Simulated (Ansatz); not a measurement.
This geometry of AsB$_{2}$H$_{7}$N$_{2}$ (12 atoms, charge 0, multiplicity 1) is a first-order saddle point.

These are results of RKS PBE-D4/def2-SVP (Ansatz), not measurements.

```xyz
12
Properties=species:S:1:pos:R:3
B -0.132 1.331 1.667
N -0.575 0.932 0.378
B -0.243 -0.236 -0.397
N -0.980 -0.421 -1.662
As 1.112 -1.604 0.388
H 0.667 0.635 2.263
H -0.562 2.359 2.156
H -1.277 1.523 -0.090
H -0.311 -0.475 -2.444
H -1.429 -1.350 -1.677
H 1.518 -2.128 -1.002
H 2.288 -0.620 0.457
```

**Question.** Which two structures does it join? (They come from a converged band through this point; their orientation in space is the band's.)

**Answer.** No bond is made or broken. The height of N4 over the plane of its neighbours goes from 0.00 to 0.00 Å. The two ends are copies of one structure, up to a mirror image or an exchange of like atoms. The height can change sign by an inversion or by a turn that exchanges like atoms.

First end point:

```xyz
12
Properties=species:S:1:pos:R:3
B -0.264 1.130 1.771
N -0.716 0.729 0.495
B -0.157 -0.290 -0.385
N -0.789 -0.590 -1.607
As 1.484 -1.389 0.238
H 0.716 0.591 2.253
H -0.860 2.006 2.371
H -1.549 1.216 0.142
H -0.420 -1.276 -2.263
H -1.648 -0.140 -1.930
H 1.833 -1.847 -1.195
H 2.448 -0.195 0.145
```

Last end point:

```xyz
12
Properties=species:S:1:pos:R:3
B -0.270 1.123 1.776
N -0.715 0.730 0.495
B -0.155 -0.288 -0.386
N -0.790 -0.591 -1.606
As 1.492 -1.379 0.233
H 0.705 0.579 2.261
H -0.866 1.999 2.377
H -1.543 1.221 0.137
H -1.654 -0.146 -1.925
H -0.423 -1.278 -2.262
H 1.839 -1.841 -1.200
H 2.456 -0.185 0.134
```

**Question.** How far does it lie above each of them?

**Answer.** 78.7 kJ/mol above the first and 78.7 kJ/mol above the second. This is the barrier of this one path; another mechanism may lie lower.

The run took 67 s on 2 threads of AMD EPYC 9R45 96-Core Processor (Zen 5), with other jobs on the host, peak memory 0.2 GiB.
